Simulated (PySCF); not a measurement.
InP, triplet, geometry from GFN2-xTB (such geometries of metal compounds can be far from the true shape) (all electrons, no relativity). Base run: B3LYP/3-21G (PySCF).

Here is a job for PySCF.
```python
from pyscf import gto, scf, dft

mol = gto.M(
    atom='''
In   -0.000000   -0.000000   -0.613897
P     0.000000    0.000000    2.005398
''',
    basis='3-21g',
    charge=0,
    spin=2,
    verbose=4,
)

mf = dft.UKS(mol)
mf.xc = 'b3lyp'
mf.kernel()
```

Each row names what was changed in the base input (with any setting that the change needs).

| change | E (Eh) | HOMO (eV) | dipole (D) | <S^2> | core-seconds (rough) |
|---|---|---|---|---|---|
| base | -6056.81647 | -4.85 | 3.29 | 2.022 | 4 |
| functional = hf | -6053.72468 | -6.16 | 3.35 | 2.181 | 0.7 |
| functional = b97-1 | -6056.50178 | -4.82 | 3.44 | 2.022 | 3 |
| functional = camb3lyp | -6056.98782 | -6.03 | 3.59 | 2.032 | 6 |
| functional = m06l | -6056.60745 | -4.32 | 3.27 | 2.028 | 9 |
| functional = m06 | -6056.61834 | -4.98 | 2.96 | 2.036 | 4 |
| functional = wb97x_v | -6056.32206 | -6.96 | 3.99 | 2.029 | 30 |
| functional = pbe0; dispersion = d4 | -6056.27079 | -5.00 | 3.58 | 2.028 | 4 |
| functional = x3lyp | -6056.62116 | -4.85 | 3.28 | 2.024 | 4 |
| functional = pbe | -6056.07439 | -4.29 | 1.84 | 2.004 | 3 |
| functional = m062x | -6057.05897 | -5.64 | 3.60 | 2.045 | 10 |
| functional = scan | -6057.12055 | -4.46 | 3.39 | 2.040 | 10 |
| functional = b3lyp5 | -6056.56189 | -4.76 | 3.27 | 2.023 | 4 |

Absolute energies of different levels of theory aren't comparable as measures of quality.

Open shells are given as the SCF converged; they aren't shown to be the lowest states, and a large step between rows can be another state.
